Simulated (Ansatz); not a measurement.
In(Br)(Me)(OH) (CH₄BrInO), SMILES [Br][In]([OH])[CH3].

Geometry: B3LYP-D3(BJ)/def2-SVP. The def2 effective core potentials stand for the cores of In; spin–orbit coupling is left out. One conformer was computed; it need not be the lowest.

Two levels are set side by side: PBE/def2-SVPD (Ansatz, a quantum-chemistry and plane-wave program) and CAM-B3LYP/def2-SVPD (Ansatz). Energy differences of separate SCF runs at the same geometry; the states with an electron removed or added have multiplicity 2 and 2. Differences are taken from unrounded values.

```tsv
quantity	CAM-B3LYP
vertical ionisation energy (eV)	10.36
vertical singlet–triplet gap (eV)	4.97
```

**Question.** What does PBE give, and how far is it from CAM-B3LYP? (An estimate is asked for; the answer gives what the named calculation found.)

**Answer.** 
```
quantity                            PBE  PBE minus CAM-B3LYP
---------------------------------  ----  -------------------
vertical ionisation energy (eV)    9.72                -0.64
vertical singlet–triplet gap (eV)  4.29                -0.68
```
